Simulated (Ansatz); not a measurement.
Molecule: sum formula BNH3, charge 1, multiplicity 1. It need not be the lowest isomer of its formula. SMILES: B=[NH2+]
Geometry: optimised at B3LYP-D3(BJ)/def2-TZVP (Ansatz, a program for electronic structure).

Wanted: vertical triplet-singlet gap (E(triplet) - E(singlet); each state is the SCF solution reached for its spin), in kcal/mol. Correlated levels leave the core frozen unless marked. Open shells are spin-unrestricted. No spin-orbit coupling. No relativistic terms. CBS marks a two-point X^-3 extrapolation of the correlation energy; Hartree-Fock from the larger set.

Level to compare with: CCSD(T)/CBS(def2-TZVPPD,def2-QZVPPD) (Ansatz), 133.4 kcal/mol. It is a level with limits of its own, and the differences hold the functionals' basis error too.

Rank these functionals by how close they come to CCSD(T)/CBS(def2-TZVPPD,def2-QZVPPD), closest first: wB97M-V/def2-TZVPD (Ansatz); PBE0/def2-TZVPD (Ansatz); PBE/def2-TZVPD (Ansatz).

wB97M-V/def2-TZVPD (range-separated hybrid meta-GGA with VV10, 132.8 kcal/mol, difference -0.6), PBE/def2-TZVPD (GGA, 128.8 kcal/mol, difference -4.6), PBE0/def2-TZVPD (global hybrid, 125.6 kcal/mol, difference -7.8)
